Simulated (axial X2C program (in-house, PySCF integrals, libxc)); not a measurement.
## Working with the constants of MoBr

A bond curve at the PBE0 level, 2c, was computed with an axial X2C code built on PySCF integrals (basis Mo dyall-v3z [11s12p9d3f2g], Br dyall-v3z [8s9p6d1f] (cores contracted in-house)) for the state Ω = 5/2 (⟨Sz⟩ = 2.50, ⟨Lz⟩ = 0.00 at PBE0). Its fit gives Re = 2.4360 Å, ωe = 264.1 cm⁻¹, ωexe = 0.747 cm⁻¹ and αe = 2.393e-04 cm⁻¹; the masses are 97.9054 and 78.9183 u. Two-component means X2C with spin–orbit coupling and atomic mean-field Coulomb and Gaunt terms.

(1) Find the reduced mass, Be and the force constant.

(2) Estimate the centrifugal constant by the Kratzer relation.

(3) Estimate De from a Morse curve and compare with the computed well depth of 3.211 eV to Mo + Br.

(4) A Morse curve ties αe to the other constants (Pekeris). How well does that hold?

(5) Where do the fundamental and the first overtone lie?

The state is a single determinant with fixed occupations, the lowest that a limited PBE0 search found. Dissociation energies refer to the lowest single-determinant-based atoms at the same level and basis. Density functionals use the spin component along the axis (collinear). The functionals have no current-density term, which raises determinants with orbital currents, atoms included. With several unpaired electrons one determinant need not be a pure state. This is the top spin component of a Σ state; components of lower Ω are not single determinants and can lie lower.

Results:

(1) From the PBE0 values: μ = 43.6962 u. Be = 16.8576/(μ Re²) = 0.06501 cm⁻¹. k = 5.8918×10⁻⁷ μ ωe² = 1.8 mdyn/Å.

(2) D = 4Be³/ωe² = 1.58e-08 cm⁻¹.

(3) De(Morse) = ωe²/(4ωexe) = 2.894 eV against 3.211 eV computed, a ratio of 0.90. For De the Morse form works well here.

(4) αe(Morse) = 6Be²/ωe × (√(ωexe/Be) − 1) = 2.295e-04 cm⁻¹; the PBE0 curve gives 2.393e-04 cm⁻¹, a ratio of 0.96.

(5) ν(1←0) = ωe − 2ωexe = 262.6 cm⁻¹; ν(2←0) = 2ωe − 6ωexe = 523.7 cm⁻¹.
